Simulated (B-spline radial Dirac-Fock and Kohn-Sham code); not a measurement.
Ionisation cross sections of Sm⁺ by electron impact

System: Sm⁺, 1s2 2s2 2p6 3s2 3p6 3d10 4s2 4p6 4d10 4f6 5s2 5p6 6s1.

Level of theory: the relativistic binary-encounter-Bethe (RBEB) model with Dirac-Fock orbital kinetic energies; direct ionisation only; a radial atomic solver. For shells bound by less than 100 eV the term U + B of the denominator is divided by n when n is 3 or more, and by 2 for n = 1, 2 in singly charged ions. Excitation-autoionisation and multiple ionisation are left out; it is a semi-empirical estimate, least reliable for totals near the maximum.

Orbital inputs (open shells are filled statistically over j, and the NIST value is set on the highest orbital of the configuration average):

| subshell | N | B (eV) | source of B | U (eV) |
| --- | --- | --- | --- | --- |
| 1s | 2 | 47114.3 | Dirac-Fock −ε | 60805.4 |
| 2s | 2 | 7818.5 | Dirac-Fock −ε | 13686.8 |
| 2p1/2 | 2 | 7392.2 | Dirac-Fock −ε | 13601.9 |
| 2p3/2 | 4 | 6787.6 | Dirac-Fock −ε | 11403.6 |
| 3s | 2 | 1766.8 | Dirac-Fock −ε | 4186.5 |
| 3p1/2 | 2 | 1582.9 | Dirac-Fock −ε | 4078.7 |
| 3p3/2 | 4 | 1457.9 | Dirac-Fock −ε | 3572.5 |
| 3d3/2 | 4 | 1143.4 | Dirac-Fock −ε | 3410.9 |
| 3d5/2 | 6 | 1116.6 | Dirac-Fock −ε | 3291.5 |
| 4s | 2 | 378.0 | Dirac-Fock −ε | 1253.0 |
| 4p1/2 | 2 | 305.5 | Dirac-Fock −ε | 1163.8 |
| 4p3/2 | 4 | 277.9 | Dirac-Fock −ε | 1033.2 |
| 4d3/2 | 4 | 157.1 | Dirac-Fock −ε | 857.3 |
| 4d5/2 | 6 | 152.1 | Dirac-Fock −ε | 826.5 |
| 4f5/2 | 2.57 | 17.44 | Dirac-Fock −ε | 461.7 |
| 4f7/2 | 3.43 | 16.90 | Dirac-Fock −ε | 452.2 |
| 5s | 2 | 59.58 | Dirac-Fock −ε | 239.4 |
| 5p1/2 | 2 | 37.69 | Dirac-Fock −ε | 190.2 |
| 5p3/2 | 4 | 33.92 | Dirac-Fock −ε | 163.9 |
| 6s | 1 | 10.29 | Dirac-Fock −ε | 26.77 |

Inner-shell cross sections in barn (the model is not trusted for the total of d- and f-block atoms):

| T (eV) | K | L1 | L2 | L3 | M4 | M5 |
| --- | --- | --- | --- | --- | --- | --- |
| 2000 | – | – | – | – | 14400 | 23700 |
| 3000 | – | – | – | – | 23100 | 37200 |
| 5000 | – | – | – | – | 28600 | 45400 |
| 10000 | – | 82.2 | 113 | 362 | 27500 | 43100 |
| 15000 | – | 223 | 264 | 709 | 24100 | 37600 |
| 20000 | – | 298 | 341 | 872 | 21200 | 33100 |
| 30000 | – | 357 | 399 | 978 | 17200 | 26800 |
| 50000 | 0.468 | 367 | 403 | 957 | 12900 | 19900 |
| 100000 | 7.61 | 320 | 347 | 801 | 8580 | 13300 |
| 200000 | 12.4 | 263 | 283 | 643 | 6030 | 9310 |
| 300000 | 14.2 | 239 | 257 | 579 | 5150 | 7940 |
| 1e+06 | 19.3 | 221 | 236 | 527 | 4220 | 6510 |

Values without a named source are computed, but for edge energies of neutral atoms, which are taken from tables.
